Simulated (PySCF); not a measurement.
B3LYP has the VWN-RPA correlation part, as in Gaussian. Delta-SCF ions had no search for a lower state. Excitations are Tamm–Dancoff values on a coarser integration grid. The basis has no diffuse functions, so Rydberg states are missing or too high.

Z-matrix (Å, degrees):
```
Ga
S 1 2.1929
H 2 1.3437 1 93.38
S 1 2.1954 2 117.28 3 -179.90
H 4 1.3429 1 93.96 2 -179.92
S 1 2.1984 2 119.22 3 0.10
H 6 1.3430 1 94.37 2 -179.87
```
Charge 0, multiplicity 1.

**Question.** Estimate the total energy, T1 excitation (TDA), vertical ionisation energy (Delta-SCF), HOMO and LUMO that B3LYP-D3(BJ)/def2-TZVP // PBE0-D3(BJ)/def2-TZVP in PySCF returns for this input.

**Answer.** 
total energy: -3121.5085 Ha
T1 excitation (TDA): 4.80 eV
vertical ionisation energy (Delta-SCF): 9.44 eV
HOMO: -7.40 eV
LUMO: -1.24 eV
